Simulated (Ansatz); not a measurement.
CH$_{3}$GeN (`N#[C][GeH3]`). Charge 0, multiplicity 1. The structure was optimised at the PBE0-D4/def2-TZVP level.

```xyz
6

N    -1.838    0.835   -1.413
C    -0.979    0.445   -0.753
Ge    0.456   -0.207    0.351
H     1.302   -1.132   -0.523
H    -0.187   -0.955    1.518
H     1.245    1.014    0.820
```

Task: What is the dipole moment at PBE/def2-TZVPP? (Estimate.)

Result: Computed: 3.79 D, with components (2.82, -1.28, 2.17) D in this frame, pointing from negative to positive charge.

Task: And with r2SCAN, B3LYP, ωB97M-V? (Best estimate.)

Result: Ansatz gave: r2SCAN 3.87 D, B3LYP 3.90 D, ωB97M-V 3.92 D.

Task: Give the Mulliken charges with PBE, r2SCAN, B3LYP in def2-TZVPP. (An estimate is asked.)

Result: Computed: 
```json
{"atom": "N1", "PBE": "0.03", "r2SCAN": "-0.08", "B3LYP": "-0.01"}
{"atom": "C2", "PBE": "-0.22", "r2SCAN": "-0.14", "B3LYP": "-0.20"}
{"atom": "Ge3", "PBE": "0.10", "r2SCAN": "0.16", "B3LYP": "0.11"}
{"atom": "H4", "PBE": "0.03", "r2SCAN": "0.02", "B3LYP": "0.03"}
{"atom": "H5", "PBE": "0.03", "r2SCAN": "0.02", "B3LYP": "0.03"}
{"atom": "H6", "PBE": "0.03", "r2SCAN": "0.02", "B3LYP": "0.03"}
```

B3LYP here is the variant with VWN-RPA as its local correlation; programs differ in this.
